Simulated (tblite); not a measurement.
Compound: C6H11N2S (charge +1).
SMILES with atom numbers: `[CH3:1][S:2]/[C:3]([NH2:4])=[CH:5]/[CH:6]=[CH:7]\[CH:8]=[NH2+:9]` (hydrogens: H10, H11, H12 on C1; H13, H14 on N4; H15 on C5; H16 on C6; H17 on C7; H18 on C8; H19, H20 on N9)

Cartesian coordinates in Å at the GFN2-xTB level; atoms count from 1:
```
atom  x, y, z in Å
C1    -4.044    0.591   -0.513
S2    -2.364    1.263   -0.375
C3    -1.344   -0.131   -0.243
N4    -1.861   -1.358   -0.267
C5     0.023    0.154   -0.112
C6     1.026   -0.781    0.012
C7     2.398   -0.539    0.146
C8     2.999    0.696    0.183
N9     4.308    0.871    0.305
H10   -4.692    1.461   -0.584
H11   -4.302    0.028    0.379
H12   -4.145   -0.001   -1.419
H13   -2.851   -1.513   -0.364
H14   -1.266   -2.166   -0.200
H15    0.264    1.205   -0.111
H16    0.753   -1.828    0.007
H17    3.040   -1.405    0.228
H18    2.410    1.600    0.113
H19    4.718    1.789    0.331
H20    4.924    0.075    0.373
```

Computed geometry: GFN2-xTB, gas phase.

Masses are those of the commonest isotopes; rigid-rotor values at the optimised geometry. The values belong to one conformer with, in the numbering `[CH3:1][S:2]/[C:3]([NH2:4])=[CH:5]/[CH:6]=[CH:7]\[CH:8]=[NH2+:9]`, C1–S2–C3–N4 0°, C3–C5–C6–C7 180°, C6–C7–C8–N9 180°.

**Question.** What are A, B and C (GHz)?

**Answer.** Ia = 124.33, Ib = 1031.28, Ic = 1152.32 u·Å²; 505379 MHz·u·Å²/I gives 4065, 490.1 and 438.6 MHz, that is A = 4.0647, B = 0.4901, C = 0.4386 GHz.

**Question.** What kind of rotor is it?

**Answer.** A near-prolate asymmetric top: κ = (2 × 490.1 − 4065 − 438.6)/(4065 − 438.6) = -0.97.

**Question.** What does the inertial defect say?

**Answer.** Not planar: Δ = Ic − Ia − Ib = -3.29 u·Å². For a rigid frame Δ = −2 Σ m c², so Σ m c² = 1.65 u·Å² lies off the ab plane, practically all of it from hydrogen. The atom farthest from that plane is 0.91 Å away.

**Question.** Give the other two planar moments, Paa and Pbb, and the rms extents of the mass along the axes.

**Answer.** Paa = Σ m a² = (Ib + Ic − Ia)/2 = 1029.63 and Pbb = Σ m b² = (Ia + Ic − Ib)/2 = 122.69 u·Å². With the mass M = 143.06 u, the rms extents √(P/M) along a, b and c are 2.68, 0.93, 0.11 Å.

**Question.** List the rotational levels J(Ka,Kc) to J = 2 (MHz).

**Answer.** Above 0(0,0):
J = 1: 1(0,1) 929, 1(1,1) 4503, 1(1,0) 4555
J = 2: 2(0,2) 2785, 2(1,2) 6309, 2(1,1) 6464, 2(2,1) 17188, 2(2,0) 17188
Those of J = 1 are B + C, A + C and A + B.

**Question.** Estimate the classical rotational partition function at 10 K, 50 K and 298.15 K.

**Answer.** Point group Cs, symmetry number σ = 1; q = (√π/σ)·√((kT/h)³/(ABC)), k/h = 20836.6 MHz/K: 5700 at 10 K, 63800 at 50 K, 929000 at 298.15 K.

Its GFN2-xTB frequencies are all real (lowest 53 cm⁻¹). These are rigid-rotor constants of the computed structure; measured ground-state constants (B0) also hold zero-point vibration.
